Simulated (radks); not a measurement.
The rhenium ion Re69+, configuration [He] 2s2 2p2 (the NIST ground configuration). Method: Dirac Kohn-Sham, PBE, spin-unpolarised, spherical densities, finite nucleus; open shells fill j = l - 1/2 first; Fermi nuclear charge, rms radius 5.3698 fm; computed with a radial shooting solver on a logarithmic mesh with Libxc functionals. Some entries of the table are withheld. Estimate them.

orbital  occ.  eigenvalue (hartree)  <r> (bohr)
1s1/2       2             -2912.900         (1)
2s1/2       2             -704.8626     0.07307
2p1/2       2             -693.7649     0.06000
2p3/2       0             -636.0127     0.06746
3s1/2       0             -299.3632      0.1722
3p1/2       0             -295.7604         (2)
3p3/2       0             -279.1152         (3)

Answer. 
(1) 1s1/2 <r> (bohr): 0.01800
(2) 3p1/2 <r> (bohr): 0.1600
(3) 3p3/2 <r> (bohr): 0.1707
